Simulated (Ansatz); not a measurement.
Total energies of SnO2 (the lowest singlet isomer of a short search) from Ansatz at r2SCAN-D4/def2-TZVP, gas phase (1 Eh = 27.2114 eV = 2625.5 kJ/mol). The reference geometry is relaxed at B3LYP-D4/def2-TZVP.

```
atom   x (Å)   y (Å)   z (Å)
 Sn1   0.000   0.000   0.000
  O2  -1.112  -0.962   1.061
  O3   1.112   0.962  -1.061
```

| state | geometry | energy (Eh) |
| --- | --- | --- |
| charge 0 singlet | reference | -364.75492 |
| charge 1 doublet | reference | -364.36396 |
| charge 0 triplet | relaxed at B3LYP-D4/def2-TZVP | -364.72013 |
| charge 0 quintet | relaxed at B3LYP-D4/def2-TZVP | -364.60869 |
| free Sn atom (triplet) | – | -214.33064 |
| free O atom (triplet) | – | -75.05861 |

In the def2 sets Sn takes a core potential; there is no spin–orbit coupling.

**Question.** Work out the vertical ionisation energy to the doublet.

**Answer.** E(charge 1 doublet) − E(charge 0 singlet) = -364.36396 − (-364.75492) = 0.39096 Eh = 10.64 eV. For comparison, −ε of the highest occupied level is 7.43 eV at this level, 3.21 eV less.

**Question.** Which of the charge 0 states is lowest, and how far above it are the others?

**Answer.** The singlet. triplet: -364.72013 − (-364.75492) = 0.03479 Eh = 91.3 kJ/mol; quintet: -364.60869 − (-364.75492) = 0.14623 Eh = 383.9 kJ/mol.

**Question.** What is the binding energy per atom against free atoms?

**Answer.** Atoms: 1 × (-214.33064) + 2 × (-75.05861) = -364.44786 Eh. Binding: -364.44786 − (-364.75492) = 0.30706 Eh = 8.36 eV, or 2.79 eV for each of 3 atoms (no zero-point energy, no counterpoise term).

The structure comes from a short search, and lower isomers may exist.
